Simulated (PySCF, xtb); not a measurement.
C4H4N, SMILES C1=C[N]C=C1, multiplicity 2.

Harmonic wavenumbers (cm⁻¹) from GFN2-xTB (xtb) at its own minimum, in rising order: 424, 453, 690, 722, 753, 809, 814, 831, 928, 1042, 1060, 1086, 1166, 1202, 1306, 1406, 1500, 3139, 3140, 3158, 3171.

Task: What does r2SCAN-D4/def2-SVP run with PySCF give at its own minimum? (An estimate is asked for; the answer gives what the named calculation found.)

Result: 480, 540, 698, 708, 815, 840, 877, 917, 930, 1038, 1088, 1103, 1208, 1282, 1350, 1449, 1572, 3196, 3200, 3234, 3254. Paired by order, the mean absolute difference is 48 cm⁻¹ and the zero-point energies are 41.2 and 42.6 kcal/mol.
